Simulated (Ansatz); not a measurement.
Consider the redistribution: `C=C(F)[SiH2]O` + `C#C[SiH2][AlH2]` → `C=C(F)[SiH2][AlH2]` + `C#C[SiH2]O`.

Calculated with Ansatz (gas phase, PBE0-D4/def2-TZVP geometries, no zero-point term in ΔE). CCSD(T)/CBS is the MP2 limit (def2-TZVPP, def2-QZVPP) plus CCSD(T) − MP2 in def2-TZVPP, frozen cores. Functionals use def2-TZVPP. B3LYP here is the variant with VWN-RPA as its local correlation; programs differ in this. One conformer a species, not always the lowest.

```
             level  ΔE (kJ/mol)  difference from CCSD(T)/CBS
            PBE-D4         -1.0                          2.2
         r2SCAN-D4         -0.4                          2.8
           PBE0-D4         -0.9                          2.3
          B3LYP-D4         -0.4                          2.8
           ωB97X-V         -1.5                          1.7
           ωB97M-V         -1.8                          1.4
            B2PLYP         -1.1                          2.1
               PBE         -0.8                          2.4
            r2SCAN         -0.4                          2.8
              PBE0         -0.7                          2.5
             B3LYP          0.0                          3.2
     HF/def2-TZVPP          0.0                          3.2
    MP2/def2-TZVPP         -2.2                          1.0
SCS-MP2/def2-TZVPP         -2.1                          1.1
   CCSD/def2-TZVPP         -2.3                          0.9
CCSD(T)/def2-TZVPP         -2.7                          0.5
     HF/def2-QZVPP         -0.3                          2.9
    MP2/def2-QZVPP         -2.5                          0.7
SCS-MP2/def2-QZVPP         -2.4                          0.8
      HF/CBS(def2)         -0.3                          2.9
     MP2/CBS(def2)         -2.7                          0.5
    CCSD/CBS(def2)         -2.7                          0.5
       CCSD(T)/CBS         -3.2                            0
```

Largest T1 diagnostic among the species: 0.013.
